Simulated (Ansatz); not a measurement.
Consider the ligand exchange at the Si–Cl bond: `B[Si](O)(F)Cl` + H–F → `B[Si](O)(F)F` + HCl.

Isolated molecules relaxed with PBE0-D4/def2-TZVP in Ansatz; ΔE leaves out vibrations. CBS: MP2 limit from def2 TZ/QZ plus the TZ coupled-cluster correction, frozen cores. This one scheme is used for every species. DFT in def2-TZVPP. HSE06 is defined as in plane-wave codes. Each species was taken in one conformer, which may not be the lowest.

```json
{"level": "PBE0-D4", "ΔE (kcal/mol)": "-9.3", "difference from CCSD(T)/CBS": "1.8"}
{"level": "ωB97X-V", "ΔE (kcal/mol)": "-11.8", "difference from CCSD(T)/CBS": "-0.7"}
{"level": "r2SCANh", "ΔE (kcal/mol)": "-11.3", "difference from CCSD(T)/CBS": "-0.2"}
{"level": "HSE06", "ΔE (kcal/mol)": "-10.0", "difference from CCSD(T)/CBS": "1.1"}
{"level": "CAM-B3LYP", "ΔE (kcal/mol)": "-14.1", "difference from CCSD(T)/CBS": "-3.0"}
{"level": "LC-ωPBE", "ΔE (kcal/mol)": "-11.8", "difference from CCSD(T)/CBS": "-0.7"}
{"level": "MP2/def2-TZVPP", "ΔE (kcal/mol)": "-10.8", "difference from CCSD(T)/CBS": "0.3"}
{"level": "HF/def2-QZVPP", "ΔE (kcal/mol)": "-15.7", "difference from CCSD(T)/CBS": "-4.6"}
{"level": "MP2/def2-QZVPP", "ΔE (kcal/mol)": "-10.3", "difference from CCSD(T)/CBS": "0.8"}
{"level": "HF/CBS(def2)", "ΔE (kcal/mol)": "-15.7", "difference from CCSD(T)/CBS": "-4.6"}
{"level": "CCSD(T)/CBS", "ΔE (kcal/mol)": "-11.1", "difference from CCSD(T)/CBS": "0"}
```

Largest T1 diagnostic among the species: 0.012.

The D4 term adds +1.5 kcal/mol with B3LYP and +0.8 kcal/mol with PBE0; it sums over pairs of atoms, weighted by their polarisabilities, and B3LYP, whose exchange is more repulsive, gets the larger term. Leaving LDA and LC-ωPBE aside and taking each functional with its dispersion term where it has one, the values, not all of them listed here, spread over 5.2 kcal/mol, from CAM-B3LYP-D4 to revPBE-D4.

B3LYP here is the variant with VWN-RPA as its local correlation; programs differ in this.
